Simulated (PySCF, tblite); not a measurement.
Isomers of C4H9ClSSi. Level: GFN2-xTB in tblite, geometry and Hessian alike; calculated harmonic values, unscaled, isolated species. This tight-binding method is rough: wavenumbers can miss measured ones by several per cent, in bad cases by 10 to 20. Modes of hydrogen on silicon can be 10 to 20 % off. One conformer each.

Electronic energies: PBE0/pcSseg-1 single points on the GFN2-xTB geometries (PySCF, gas phase).

| SMILES | electronic energy, lowest = 0 (kcal/mol) |
| --- | --- |
| C=CCCS[SiH2]Cl | 10.7 |
| C=CC[Si@@H](Cl)SC | 0.0 |
| CCC(=S)C[SiH2]Cl | 13.4 |
| CS[C@H]1C[Si@H](Cl)C1 | 18.0 |
| CS[C@H]1C[Si@@H](Cl)C1 | 17.4 |

Question: How do GFN2-xTB zero-point energies change the relative energies?

Answer: 
| SMILES | ZPE (kcal/mol) | of it from modes above 1550 cm⁻¹ | electronic (kcal/mol) | with ZPE, lowest = 0 (kcal/mol) | lowest mode (cm⁻¹) | rings |
| --- | --- | --- | --- | --- | --- | --- |
| C=CC[Si@@H](Cl)SC | 73.9 | 40.6 | 0.0 | 0.0 | 33 | 0 |
| C=CCCS[SiH2]Cl | 73.4 | 39.4 | 10.7 | 10.3 | 28 | 0 |
| CCC(=S)C[SiH2]Cl | 73.4 | 36.5 | 13.4 | 13.0 | 32 | 0 |
| CS[C@H]1C[Si@@H](Cl)C1 | 74.9 | 37.8 | 17.4 | 18.4 | 5 | 1 |
| CS[C@H]1C[Si@H](Cl)C1 | 75.0 | 37.7 | 18.0 | 19.1 | 55 | 1 |

The zero-point energies span 1.6 kcal/mol, from `C=CCCS[SiH2]Cl` to `CS[C@H]1C[Si@H](Cl)C1`. The order is unchanged.

Question: And how do the electronic energies of GFN2-xTB itself compare?

Answer: `C=CC[Si@@H](Cl)SC` 8.2; `C=CCCS[SiH2]Cl` 0.0; `CCC(=S)C[SiH2]Cl` 4.9; `CS[C@H]1C[Si@@H](Cl)C1` 16.7; `CS[C@H]1C[Si@H](Cl)C1` 16.7 kcal/mol, lowest = 0. Against the energies above, taken from the same isomer `C=CC[Si@@H](Cl)SC`, the largest difference is 18.9 kcal/mol.

Question: What do entropy and thermal enthalpy add at 298.15 K and 1 bar (rigid rotor, harmonic oscillator, one conformer each)?

Answer: 
```json
{"SMILES": "C=CC[Si@@H](Cl)SC", "point group": "C1", "symmetry number": "1", "S (cal/(mol K))": "106.6", "H − H(0) (kcal/mol)": "7.43", "ZPE + H − H(0) − TS (kcal/mol)": "49.5"}
{"SMILES": "C=CCCS[SiH2]Cl", "point group": "C1", "symmetry number": "1", "S (cal/(mol K))": "103.6", "H − H(0) (kcal/mol)": "7.02", "ZPE + H − H(0) − TS (kcal/mol)": "49.5"}
{"SMILES": "CCC(=S)C[SiH2]Cl", "point group": "C1", "symmetry number": "1", "S (cal/(mol K))": "103.0", "H − H(0) (kcal/mol)": "6.94", "ZPE + H − H(0) − TS (kcal/mol)": "49.7"}
{"SMILES": "CS[C@H]1C[Si@H](Cl)C1", "point group": "Cs", "symmetry number": "1", "S (cal/(mol K))": "96.7", "H − H(0) (kcal/mol)": "6.51", "ZPE + H − H(0) − TS (kcal/mol)": "52.7"}
```

Not tabulated: `CS[C@H]1C[Si@@H](Cl)C1` (lowest mode only 5 cm⁻¹).
